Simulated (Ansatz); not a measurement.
Molecular dynamics of CH6Sn

input.yaml

```yaml
crystal:
  periodic: [false, false, false]
  atoms:
    - { symbol: Sn, position_ang: [-4.8e-05, 7.0e-06, -0.012248] }
    - { symbol: C, position_ang: [0.000504, -2.7e-05, 2.171663] }
    - { symbol: H, position_ang: [-1.036438, -0.101681, 2.546602] }
    - { symbol: H, position_ang: [0.606558, -0.846918, 2.548272] }
    - { symbol: H, position_ang: [0.430443, 0.948583, 2.547972] }
    - { symbol: H, position_ang: [1.623575, 0.133793, -0.609006] }
    - { symbol: H, position_ang: [-0.927271, 1.3391, -0.610031] }
    - { symbol: H, position_ang: [-0.695523, -1.472858, -0.609924] }
basis:
  gaussian: { orbitals: def2-SVP }
hamiltonian:
  xc: revpbe
md:
  timestep: 0.5
  n_steps: 100
  ensemble: nve
  temperature: 2000.0
  initial_velocities: maxwell_boltzmann
  seed: 970605
  masses: [{ species: H, mass: 2.014 }]
```

Launched with:

```bash
$ ansatz run input.yaml --threads 1 --pin off --max-ram 2048MiB --backend cpu --events-out ev --progress --plain --runs-dir out
```

It starts from a relaxed structure.

Output, in part (one step line in 4, the closing report, with atoms numbered from 0):

```
md step     0: t =     0.00 fs  T =  2000.0 K  F+E_penalty+E_count = -6965.49855257 eV  E_kin = 1.551120 eV  conserved = -6963.94743258 eV  (23 SCF iters)
md step     4: t =     2.00 fs  T =  1607.7 K  F+E_penalty+E_count = -6965.19168203 eV  E_kin = 1.246862 eV  conserved = -6963.94482028 eV  (27 SCF iters)
md step     8: t =     4.00 fs  T =  1175.4 K  F+E_penalty+E_count = -6964.85480991 eV  E_kin = 0.911561 eV  conserved = -6963.94324861 eV  (27 SCF iters)
md step    12: t =     6.00 fs  T =  1118.5 K  F+E_penalty+E_count = -6964.81278521 eV  E_kin = 0.867461 eV  conserved = -6963.94532448 eV  (27 SCF iters)
md step    16: t =     8.00 fs  T =   920.9 K  F+E_penalty+E_count = -6964.65888260 eV  E_kin = 0.714191 eV  conserved = -6963.94469123 eV  (27 SCF iters)
md step    20: t =    10.00 fs  T =   645.8 K  F+E_penalty+E_count = -6964.44484365 eV  E_kin = 0.500837 eV  conserved = -6963.94400620 eV  (27 SCF iters)
md step    24: t =    12.00 fs  T =   551.2 K  F+E_penalty+E_count = -6964.37059949 eV  E_kin = 0.427481 eV  conserved = -6963.94311814 eV  (27 SCF iters)
md step    28: t =    14.00 fs  T =   811.6 K  F+E_penalty+E_count = -6964.57484205 eV  E_kin = 0.629437 eV  conserved = -6963.94540490 eV  (27 SCF iters)
md step    32: t =    16.00 fs  T =   834.1 K  F+E_penalty+E_count = -6964.59360700 eV  E_kin = 0.646929 eV  conserved = -6963.94667841 eV  (27 SCF iters)
md step    36: t =    18.00 fs  T =   441.6 K  F+E_penalty+E_count = -6964.28510950 eV  E_kin = 0.342492 eV  conserved = -6963.94261769 eV  (27 SCF iters)
md step    40: t =    20.00 fs  T =   558.7 K  F+E_penalty+E_count = -6964.37787160 eV  E_kin = 0.433282 eV  conserved = -6963.94458966 eV  (27 SCF iters)
md step    44: t =    22.00 fs  T =   855.1 K  F+E_penalty+E_count = -6964.60826185 eV  E_kin = 0.663161 eV  conserved = -6963.94510134 eV  (27 SCF iters)
md step    48: t =    24.00 fs  T =  1008.2 K  F+E_penalty+E_count = -6964.72670356 eV  E_kin = 0.781913 eV  conserved = -6963.94479006 eV  (27 SCF iters)
md step    52: t =    26.00 fs  T =  1091.4 K  F+E_penalty+E_count = -6964.79053735 eV  E_kin = 0.846434 eV  conserved = -6963.94410336 eV  (27 SCF iters)
md step    56: t =    28.00 fs  T =  1277.4 K  F+E_penalty+E_count = -6964.93514168 eV  E_kin = 0.990697 eV  conserved = -6963.94444486 eV  (27 SCF iters)
md step    60: t =    30.00 fs  T =  1419.0 K  F+E_penalty+E_count = -6965.04709299 eV  E_kin = 1.100550 eV  conserved = -6963.94654253 eV  (27 SCF iters)
md step    64: t =    32.00 fs  T =  1100.5 K  F+E_penalty+E_count = -6964.79727946 eV  E_kin = 0.853495 eV  conserved = -6963.94378457 eV  (27 SCF iters)
md step    68: t =    34.00 fs  T =  1054.4 K  F+E_penalty+E_count = -6964.76129646 eV  E_kin = 0.817785 eV  conserved = -6963.94351174 eV  (27 SCF iters)
md step    72: t =    36.00 fs  T =  1348.9 K  F+E_penalty+E_count = -6964.99239058 eV  E_kin = 1.046117 eV  conserved = -6963.94627394 eV  (27 SCF iters)
md step    76: t =    38.00 fs  T =  1224.3 K  F+E_penalty+E_count = -6964.89454696 eV  E_kin = 0.949482 eV  conserved = -6963.94506522 eV  (26 SCF iters)
md step    80: t =    40.00 fs  T =   896.9 K  F+E_penalty+E_count = -6964.63942312 eV  E_kin = 0.695603 eV  conserved = -6963.94381976 eV  (27 SCF iters)
md step    84: t =    42.00 fs  T =   751.3 K  F+E_penalty+E_count = -6964.52644448 eV  E_kin = 0.582657 eV  conserved = -6963.94378699 eV  (27 SCF iters)
md step    88: t =    44.00 fs  T =   792.9 K  F+E_penalty+E_count = -6964.56033591 eV  E_kin = 0.614905 eV  conserved = -6963.94543128 eV  (27 SCF iters)
md step    92: t =    46.00 fs  T =   604.1 K  F+E_penalty+E_count = -6964.41410684 eV  E_kin = 0.468533 eV  conserved = -6963.94557338 eV  (26 SCF iters)
md step    96: t =    48.00 fs  T =   336.4 K  F+E_penalty+E_count = -6964.20278526 eV  E_kin = 0.260915 eV  conserved = -6963.94186981 eV  (26 SCF iters)
md step   100: t =    50.00 fs  T =   801.1 K  F+E_penalty+E_count = -6964.56678449 eV  E_kin = 0.621308 eV  conserved = -6963.94547698 eV  (26 SCF iters)
Total energy: -6964.56683169 eV, -255.9431103118 hartree
Atom 0 at    -0.004356    -0.002618    -0.021291 Å, force    -0.289422     1.965585     0.912660 eV/Å
Atom 1 at    -0.025683     0.105309     2.117915 Å, force     3.082828    -2.828869    -0.253385 eV/Å
Atom 2 at    -0.885363    -0.109820     2.653622 Å, force    -2.769732    -0.408266     1.093374 eV/Å
Atom 3 at     0.604703    -0.876585     2.301310 Å, force    -0.891831     1.001630    -0.137576 eV/Å
Atom 4 at     0.566611     0.736296     2.759314 Å, force     0.574452     1.466659    -0.046937 eV/Å
Atom 5 at     1.686981    -0.085351    -0.181154 Å, force     0.442874     0.450097    -0.556953 eV/Å
Atom 6 at    -1.102030     1.359672    -0.355141 Å, force     0.577220    -0.452930    -0.551054 eV/Å
Atom 7 at    -0.459440    -1.497687    -0.510503 Å, force    -0.726389    -1.193906    -0.460130 eV/Å
Dipole moment:    -0.007798    -0.051354    -0.036803 e Å
```

All steps were run. The conserved energy stayed within 0.7 meV per atom of its start (net change 0.24 meV per atom), so the integration is sound. A run of 0.05 ps of so small a system gives no equilibrium averages.

The same pairs are bonded in the first frame and the last. Pairs count as bonded within 1.25 times the sum of covalent radii (0.12 Å more for H–H).

Last frame:

```xyz
8
Properties=species:S:1:pos:R:3
Sn -0.004 -0.003 -0.021
C -0.026 0.105 2.118
H -0.885 -0.110 2.654
H 0.605 -0.877 2.301
H 0.567 0.736 2.759
H 1.687 -0.085 -0.181
H -1.102 1.360 -0.355
H -0.459 -1.498 -0.510
```

Time of the run: 2.9 min on 1 thread of Arm Neoverse V1, with other jobs on the host, peak memory 0.11 GiB.
